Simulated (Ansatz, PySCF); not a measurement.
This Ansatz (a program for electronic structure) input computes a r2SCAN/def2-TZVPD energy:

Ansatz 0.2 input:
```yaml
crystal:
  periodic: [false, false, false]
  atoms:
    - {symbol: Al, position_ang: [-0.00000000, -0.00000000, -1.22411171]}
    - {symbol: Cl, position_ang: [0.00000000, 0.00000000, 0.93608542]}
basis:
  gaussian:
    orbitals: def2-TZVPD
hamiltonian:
  xc: {name: r2SCAN}
output: {forces: true}
```

Task: Write an input for the same energy in PySCF and say what it gives.

Result: 
```python
from pyscf import gto, scf, dft

mol = gto.M(
    atom='''
    Al   -0.00000000   -0.00000000   -1.22411171
    Cl    0.00000000    0.00000000    0.93608542
    ''',
    basis='def2-tzvpd',
    charge=0,
    spin=0,
    verbose=4,
)

mf = dft.RKS(mol, xc='r2scan').density_fit(auxbasis='def2-universal-jkfit')
mf.grids.level = 4
mf.conv_tol = 1e-9
mf.max_cycle = 100
mf.max_memory = 1500
mf.kernel()
if not mf.converged:
    mf = mf.newton()
    mf.kernel(mf.make_rdm1())
mf.analyze()
```
It gives -702.63994 Eh, and Ansatz -702.63994 Eh, a difference of 0.00 mEh.
